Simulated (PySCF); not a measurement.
## GeS: one state, many levels of theory

State: ¹Σ⁺ (singlet), closed shell. Set-up: basis Ge def2-SVP, S def2-SVP; no relativity; PySCF 2.14. De refers to Ge + S in their high-spin ground configurations, without counterpoise correction. A positive dipole means Ge(−)S(+).

```
      Level  Re (Å)  ωe (cm⁻¹)  De (eV)  μ (D)  CPU s a point (SCF and correlation, without the integrals)
        RHF   1.996        641     3.18  -2.44                                                       0.084
    RHF-MP2   2.023        588     5.31    n/a                                                        0.12
RHF-SCS-MP2   2.023        590     5.15    n/a                                                         n/a
   RHF-CCSD   2.019        600     4.89    n/a                                                         n/a
RHF-CCSD(T)   2.034        571     5.17    n/a                                                        0.94
        PBE   2.043        560     5.99  -1.80                                                           1
       PW91   2.042        560     6.03  -1.80                                                        0.57
       BLYP   2.057        543     5.81  -1.74                                                        0.58
     r²SCAN   2.023        584     5.78  -1.88                                                           1
       PBE0   2.018        595     5.62  -2.00                                                         1.5
      HSE06   2.019        592     5.65  -1.99                                                         1.2
       MN15   2.000        613     5.77  -1.78                                                        0.98
```

(1) Which functional lies closest to RHF-CCSD(T) in De, which farthest, and by how much do they differ from it?

(2) What does a quarter of exact exchange do here, going from PBE to PBE0?

(3) What does the step from GGA to meta-GGA do here, going from PBE to r²SCAN?

Measured (Huber and Herzberg, Constants of Diatomic Molecules (1979)): Re = 2.012086 Å, ωe = 575.8 cm⁻¹.

Correlated steps freeze 14 core orbitals. Correlated levels converge slowly with the basis: in double zeta they bind strong bonds too weakly, by up to about 1 eV, and carry superposition errors of some tenths. Where the molecule has an RHF reference, its open-shell atoms are computed with UHF. The CCSD T1 diagnostic is raised, a sign that a single reference may not be enough here.

The whole job (state search and all levels along the bond) took about 2.2 min on 1 thread of Intel Xeon Platinum 8488C (shared host), peak memory 0.59 GiB.

## Answers

(1) Closest is PBE0 (-1.6 pm in Re, +4.2 % in ωe, +0.45 eV in De against RHF-CCSD(T) in the same basis), farthest PW91 (+0.8 pm in Re, -1.9 % in ωe, +0.86 eV in De). CCSD(T) converges more slowly with the basis than the functionals do and binds too weakly in this one, so the order can change at the basis-set limit.

(2) PBE0 less PBE: -2.5 pm in Re, +6.2 % in ωe, -0.37 eV in De. Exact exchange removes part of the self-interaction that spreads semilocal densities, and in most molecules shortens and stiffens the bond and lowers De; so it does here.

(3) r²SCAN less PBE: -2.0 pm in Re, +4.3 % in ωe, -0.21 eV in De.
